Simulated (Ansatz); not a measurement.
Cartesian coordinates in Å:
```
F -0.232 -0.118 -3.231
Ga 0.016 0.214 -1.541
Si 0.663 0.808 0.616
C -0.597 -0.545 0.217
I -0.688 -2.380 1.284
H 2.021 0.238 0.802
H 0.425 1.896 1.604
H -1.608 -0.113 0.250
```

The species carries charge 0 and has multiplicity 1. I takes the def2 core potential.

List the PBE0/def2-TZVPP orbital energies in eV (Ansatz). (An estimate is asked.)

The calculation gave: Occupied: -10148.16, -1803.46, -1253.96, -1110.15, -1110.06, -1110.02, -673.33, -279.51, -187.64, -152.31, -145.76, -133.62, -133.30, -133.30, -105.32, -105.06, -105.03, -100.45, -100.39, -100.38, -52.72, -52.61, -52.61, -52.34, -52.34, -32.20, -24.40, -24.33, -24.28, -24.19, -24.06, -20.77, -18.18, -14.78, -13.33, -11.89, -11.54, -11.50, -11.11, -10.18, -9.29, -7.67, -7.10, -6.50. Lowest empty: -2.17, -2.05, -0.78, 0.61, 0.88, 1.03, 1.58, 2.10.
